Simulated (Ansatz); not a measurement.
Calculated with Ansatz (gas phase, PBE0-D4/def2-TZVP geometries, no zero-point term in ΔE). CBS: MP2 limit from def2 TZ/QZ plus the TZ coupled-cluster correction, frozen cores. This one scheme is used for every species. DFT in def2-TZVPP. For Br outer-core shells are correlated without core-valence functions, which leaves a few kJ/mol of doubt a bond. Scalar relativity is left out up to krypton.

`[CH3][Al]([SiH3])[Br]` + H₂ → `[CH3][AlH][Br]` + SiH₄  (hydrogenolysis of the Al–Si bond)

```tsv
species	ωB97M-V energy (Eh)
`[CH3][Al]([SiH3])[Br]`	-3147.67761
H₂	-1.16132
`[CH3][AlH][Br]`	-2856.99966
SiH₄	-291.84636
```

(1) Work out ΔE.

Largest T1 diagnostic among the species: 0.011.

## Answers

(1) ΔE = (-2856.99966) + (-291.84636) − (-3147.67761) − (-1.16132) = -0.00709 Eh = -18.6 kJ/mol. CCSD(T)/CBS gives -10.8 kJ/mol.

The D4 term adds +8.4 kJ/mol with B3LYP and +4.9 kJ/mol with PBE0; it sums over pairs of atoms, weighted by their polarisabilities, and B3LYP, whose exchange is more repulsive, gets the larger term. In def2-TZVPP, CCSD(T) changes the Hartree–Fock value by +29.3 kJ/mol (the triples alone add +5.2 kJ/mol) and MP2 by +28.3 kJ/mol. From PBE to PBE0 (25 % exact exchange), in def2-TZVPP and without D4, ΔE moves by −6.0 kJ/mol.

B3LYP here is the variant with VWN-RPA as its local correlation; programs differ in this.
